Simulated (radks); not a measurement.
Results of a calculation; reference values are marked as such.
Problem. Species: Gd III. Configuration: [Xe] 4f7 5d1. Code: a radial shooting solver on a logarithmic mesh with Libxc functionals. Model: scalar-relativistic Kohn-Sham, LDA (Slater exchange, Perdew-Zunger correlation), spin-polarised, spherical densities, finite nucleus; open shells are filled with parallel spins first (spin-orbit coupling, left out, can overturn this in heavy ions); Fermi nuclear charge, rms radius 5.1569 fm. Some entries of the table are withheld. Estimate them.

orbital  occ.  eigenvalue (hartree)  <r^2> (bohr^2)
1s down     1             -1839.704       0.0006559
1s up       1             -1839.704       0.0006559
2s up       1             -304.2100         0.01029
2s down     1             -304.2050         0.01029
2p up       3             -270.9243        0.008287
2p down     3             -270.9206        0.008287
3s up       1             -67.83321         0.06845
3s down     1             -67.73444         0.06834
3p up       3             -57.51715         0.06860
3p down     3             -57.41918         0.06846
3d up       5             -43.84641         0.05761
3d down     5             -43.76937         0.05745
4s up       1             -14.11758          0.3456
4s down     1             -13.90043          0.3457
4p up       3             -10.71404          0.3901
4p down     3             -10.49934          0.3906
4d up       5              -6.00137          0.4695
4d down     5              -5.79098          0.4717
5s up       1              -2.38437           1.972
5s down     1              -2.26724           2.026
5p up       3              -1.54728           2.697
5p down     3              -1.45340           2.801
4f up       7                   (1)          0.9369
4f down     0                   (2)           1.056
5d up       1              -0.58565           6.265
5d down     0              -0.53286           6.824

Solution. 
(1) 4f up eigenvalue (hartree): -0.89992
(2) 4f down eigenvalue (hartree): -0.71234
